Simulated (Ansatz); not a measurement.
Reaction (formal exchange of groups at the Al–O bond): `[OH][AlH][CH2]F` + `CI` → `F[CH2][AlH][I]` + CH₃OH

Computed with Ansatz on PBE0-D4/def2-TZVP structures; ΔE is electronic, products minus reactants. CCSD(T)/CBS adds triple-zeta CCSD(T) − MP2 to the extrapolated MP2 energy (def2 sets, frozen cores). This one scheme is used for every species. Functionals use def2-TZVPP. B3LYP here is the variant with VWN-RPA as its local correlation; programs differ in this. HSE06 is defined as in plane-wave codes. def2 core potentials past Kr. For I outer-core shells are correlated without core-valence functions, which leaves a few kJ/mol of doubt a bond. Each species was taken in one conformer, which may not be the lowest.

```json
{"level": "r2SCAN-D4", "ΔE (eV)": "0.36"}
{"level": "B3LYP-D4", "ΔE (eV)": "0.41"}
{"level": "r2SCAN", "ΔE (eV)": "0.37"}
{"level": "HSE06", "ΔE (eV)": "0.28"}
{"level": "HF/def2-SVP", "ΔE (eV)": "0.06"}
{"level": "HF/def2-TZVPP", "ΔE (eV)": "0.25"}
{"level": "MP2/def2-TZVPP", "ΔE (eV)": "0.44"}
{"level": "HF/CBS(def2)", "ΔE (eV)": "0.27"}
```

(1) What does CCSD(T)/CBS give? (Estimate.)

(2) What do rigid-rotor, harmonic-oscillator terms from PBE0-D4/def2-TZVP frequencies (298.15 K, 1 bar) make of the CCSD(T)/CBS value? (Best estimate.)

Largest T1 diagnostic among the species: 0.012.

## Answers

(1) Ansatz gave: +0.41 eV. The listed levels differ from it by -0.05, 0.00, -0.04, -0.13, -0.35, -0.16, 0.03, -0.14 eV.

(2) Ansatz gave: ΔZPE = +0.06 eV, ΔH = +0.47 eV, ΔS = 8 J/(mol·K), ΔG = +0.45 eV. Modes under 50 cm⁻¹ make the entropy rough.

From r2SCAN to r2SCAN0 (25 % exact exchange), in def2-TZVPP and without D4, ΔE moves by −0.05 eV. At CCSD(T), def2-SVP lies −0.21 eV from the extrapolated value and def2-TZVPP −0.00 eV. In def2-TZVPP, CCSD(T) changes the Hartree–Fock value by +0.16 eV (the triples alone add +0.02 eV) and MP2 by +0.20 eV.
